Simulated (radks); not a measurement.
Initial-state core-level shifts of the promethium ion Pm3+ when its valence configuration changes from [Xe] 4f4. Calculated with a radial shooting solver on a logarithmic mesh with Libxc functionals: scalar-relativistic Kohn-Sham, PBE, spin-polarised, spherical densities, finite nucleus; open shells are filled with parallel spins first (spin-orbit coupling, left out, can overturn this in heavy ions); Fermi nuclear charge, rms radius 4.962 fm. Shifts are changes of the shell-averaged eigenvalues in eV (positive: less bound); the change of the density at the nucleus, which sets a Mossbauer isomer shift, is in e/bohr^3, on a base of 5.138e+05.

valence               2p       3p       3d       4s  density at nucleus
4f3 6s1          -11.818  -13.062  -12.965  -12.161              +83.78
4f3.5 6s0.5       -5.730   -6.325   -6.279   -5.923              +39.82
4f3.5 5d0.5       -4.128   -4.770   -4.713   -4.390              +13.88
4f2.5 6s1 6p0.5  -18.751  -20.699  -20.550  -19.192             +106.11
4f2.5 5d1.5      -13.025  -15.108  -14.926  -13.720              +44.55
4f3 6p1          -12.871  -14.119  -14.023  -13.217              +35.52
4f2 6s2          -25.042  -27.728  -27.524  -25.513             +183.10
4f3 5d1           -8.476   -9.812   -9.694   -8.971              +28.75
4f2 5d0.5 6s1.5  -23.172  -25.913  -25.696  -23.752             +150.69
